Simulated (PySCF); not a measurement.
## Pt⁺: ionisation energy

Pt⁺ [Xe] 4f14 5d9 (2D) → Pt²⁺ [Xe] 4f14 5d8 (3F), as a difference of total energies. All numbers are calculated (PySCF 2.14, the spin-free X2C one-electron Hamiltonian (Gaussian nucleus), in x2c-TZVPPall with one added diffuse shell each of s, p, d, f type (12s8p8d4f1g, 113 functions)). Correlated levels: valence and next inner shell: [Kr] 4d10 4f14 frozen. The calculations carry no spin-orbit coupling.

```csv
method,ionisation energy (eV)
UHF,16.936
MP2 (valence and next inner shell),18.865
SCS-MP2 (valence and next inner shell),18.645
CCSD (valence and next inner shell),18.520
CCSD(T) (valence and next inner shell),18.656
```

How much does correlation contribute at CCSD(T) (valence and next inner shell)?

18.656 − (16.936) = 1.720 eV, measured against UHF.

A first-order spin-orbit estimate (lowest level to lowest level, LS coupling) adds -0.352 eV.

Errors of the correlated levels include the incompleteness of this basis and the frozen core.

For comparison: 18.56 ± 0.12 eV (measured; NIST Atomic Spectra Database, ionization energies).
